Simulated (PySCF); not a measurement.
```xyz
6
charge 0 multiplicity 4, angstrom
Fe    0.0000    0.0000    0.0026
H     0.0000    0.0000    1.5200
H     1.5090    0.0000   -0.4070
H     0.0000    1.5090   -0.4070
H    -1.5090    0.0000   -0.4070
H     0.0000   -1.5090   -0.4070
```

Method: UPBE0/[Fe def2-TZVP, H def2-TZVP], no relativity, density fitting, PySCF.

This geometry of FeH5 is a stationary point at this level.

Q: What is the point group?

A: C4v.

Q: Is it a minimum?

A: No: it has 4 imaginary modes, at 966i cm⁻¹ (e), 471i cm⁻¹ (e).

Q: Which band is strongest in the infrared?

A: 1811 cm⁻¹ (e), 451 km/mol.

Q: Give the atomic charges and bond orders.

A: 
```tsv
atom	Mulliken	Löwdin	polar tensor	spin (Mulliken)	Mayer order to Fe1
Fe1	-0.05	0.07	0.34	3.27	–
H2	0.09	0.11	0.22	-0.39	0.81
H3,4,5,6	-0.01	-0.04	-0.14	0.03	0.85
```

The determinant is spin-contaminated (⟨S²⟩ = 4.00, pure value 3.75). Only a few start shapes were tried, so a lower isomer may exist. Open d and f shells are described by one determinant, and the ground state may have another occupation or spin.
